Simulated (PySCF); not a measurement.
Symmetry of computed structures. Computed with PySCF, PBE0-D3(BJ)/def2-SVP geometry optimisation, gas phase. The symmetry is that of the one conformer found, every atom within 0.08 Å of its image; none is proved a minimum here.

(1) `[CH3:1][C:2]([CH3:3])([CH3:4])[CH:5]1[CH2:6][CH2:7][CH2:8][CH2:9][CH2:10]1` with C2–C5–C6–C7 175°, C5–C6–C7–C8 56°, C6–C7–C8–C9 -54°, C7–C8–C9–C10 54°: symmetry, top, dipole?

(2) CdMeCl, `[CH3][Cd][Cl]`: symmetry, top, dipole?

(3) What symmetry has `[CH3:1][c:2]1[cH:3][cH:4][p:5][cH:6][c:7]1[CH3:8]` with H–C1–C2–C3 0° (nearest H), H–C8–C7–C6 1° (nearest H)?

(4) `[O:1]=[C:2]([OH:3])[c:4]1[cH:5][cH:6][cH:7][c:8]([OH:9])[cH:10]1` with O1–C2–O3–H 0°, O1–C2–C4–C5 -179°, C7–C8–O9–H 180° (3-hydroxybenzoic acid): symmetry, top, dipole?

## Answers

(1) Cs; asymmetric top; symmetry number 1; 2 operations, which sort the 30 atoms into 19 sets; dipole 0.01 D; heavy atoms equivalent by symmetry: C3/C4, C6/C10, C7/C9.

(2) C3v; prolate symmetric top; symmetry number 3; 6 operations, which sort the 6 atoms into 4 sets; dipole 2.95 D, along the axis; A, B, C = 156363, 2074, 2074 MHz.

(3) Cs; asymmetric top; symmetry number 1; 2 operations, which sort the 17 atoms into 15 sets; dipole 2.50 D, in the ab plane, which is the mirror; A, B, C = 2932, 1505, 1007 MHz; heavy atoms equivalent by symmetry: none.

(4) Cs; asymmetric top; symmetry number 1; 2 operations, which sort the 16 atoms into 16 sets; dipole 0.56 D, in the ab plane, which is the mirror; A, B, C = 2706, 947.9, 702.0 MHz; heavy atoms equivalent by symmetry: none.
